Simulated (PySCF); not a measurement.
Electron correlation in Pr (praseodymium, neutral)

[Xe] 4f3 6s2, one real determinant. All numbers are calculated (PySCF 2.14, scalar relativity by spin-free X2C-1e, in cc-pVDZ-X2C (8s7p5d3f1g, 84 functions)). Frozen: [Kr] 4d10; 13 electrons correlated.

MP2 pair energies summed by pair of shells (mhartree):

```tsv
pair	energy	share (%)
5p-5p	-120.58	39.1
4f-5p	-67.60	21.9
5s-5p	-33.72	10.9
5p-6s	-29.85	9.7
6s-6s	-17.47	5.7
4f-4f	-13.92	4.5
4f-5s	-11.56	3.7
4f-6s	-6.12	2.0
5s-5s	-6.07	2.0
5s-6s	-1.46	0.5
```

Total MP2 correlation energy: -308.36 mhartree.

Same-spin part -98.46 and opposite-spin part -209.90 mhartree; SCS-MP2 scales them by 1/3 and 6/5 to -284.70 mhartree.

The reference is one real determinant that mixes LS terms of this configuration.
